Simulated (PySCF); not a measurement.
F3Ge, SMILES [F][Ge]([F])[F] (connectivity only; charge and spin as stated), charge +1, multiplicity 1. Heavy atoms are numbered as in [F:1][Ge:2]([F:3])[F:4].

The structure is a stationary point at B3LYP-D3(BJ)/def2-SVP. The multiplicity is an assumed one; other spin states were not compared. The isomer is the one that the SMILES or the coordinates give; other isomers of the formula were not compared.

These are PBE/pcSseg-2 (PySCF) values and carry that method's errors.

GIAO shieldings, no solvent; atoms alike by connectivity are averaged. δ = σ(ref) − σ: ¹⁹F against CFCl3 (σ = 132.0 ppm); ⁷³Ge against GeH4 (σ = 1621.0 ppm), references at their B3LYP-D3(BJ)/def2-TZVP geometries, non-relativistic.

Computed chemical shifts:
| nucleus | atoms | count | δ (ppm) |
|---|---|---|---|
| ¹⁹F | F1 | 3 | -68.2 |
| ⁷³Ge | Ge2 | 1 | 199.8 |
